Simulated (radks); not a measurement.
Results of a calculation; reference values are marked as such.
Neutral scandium, 21 electrons, occupied as [Ar] 3d1 4s2. Level of theory: scalar-relativistic Kohn-Sham, SCAN, spin-polarised, spherical densities, finite nucleus; open shells are filled with parallel spins first; meta-GGA in the generalised Kohn-Sham scheme; Fermi nuclear charge, rms radius 3.5459 fm (a radial shooting solver on a logarithmic mesh with Libxc functionals).

Normalised radial functions P(r) = r R(r), r in bohr:

r         3s down    4s up   3d up
0.004125   0.0779   0.0212  0.0000
0.005415   0.0991   0.0270  0.0000
0.007107   0.1249   0.0340  0.0000
0.009329   0.1556   0.0423  0.0000
0.01224    0.1907   0.0519  0.0001
0.01607    0.2286   0.0622  0.0002
0.0211     0.2657   0.0723  0.0004
0.02769    0.2957   0.0804  0.0008
0.03635    0.3084   0.0838  0.0017
0.04771    0.2900   0.0787  0.0036
0.06262    0.2245   0.0608  0.0073
0.08219    0.0995   0.0265  0.0147
0.1079    -0.0855  -0.0240  0.0285
0.1416    -0.3029  -0.0831  0.0531
0.1874    -0.4941  -0.1343  0.0963
0.2459    -0.5499  -0.1469  0.1617
0.3228    -0.3900  -0.0986  0.2550
0.4237    -0.0001   0.0133  0.3738
0.5562     0.5154   0.1529  0.5074
0.73       0.9405   0.2461  0.6301
0.9582     1.0739   0.2177  0.7058
1.258      0.8826   0.0467  0.7065
1.651      0.5333  -0.2091  0.6357
2.167      0.2294  -0.4423  0.5174
2.844      0.0665  -0.5695  0.3854
3.733      0.0139  -0.5422  0.2539
4.9        0.0015  -0.3884  0.1449
6.432      0.0001  -0.2015  0.0673
8.443      0.0000  -0.0710  0.0231
11.08      0.0000  -0.0164  0.0057

3s down: eigenvalue -56.602 eV, 2 radial nodes at r = 0.0960, 0.424 bohr, <r> = 1.07 bohr, 90 % of the charge inside 1.61 bohr. 4s up: eigenvalue -4.477 eV, 3 radial nodes at r = 0.0957, 0.413, 1.33 bohr, <r> = 3.68 bohr, 90 % of the charge inside 5.50 bohr. 3d up: eigenvalue -3.380 eV, 0 radial nodes, <r> = 1.84 bohr, 90 % of the charge inside 3.31 bohr.

Empty levels of this run are not shown, since the potential may be unsettled where no density lies.
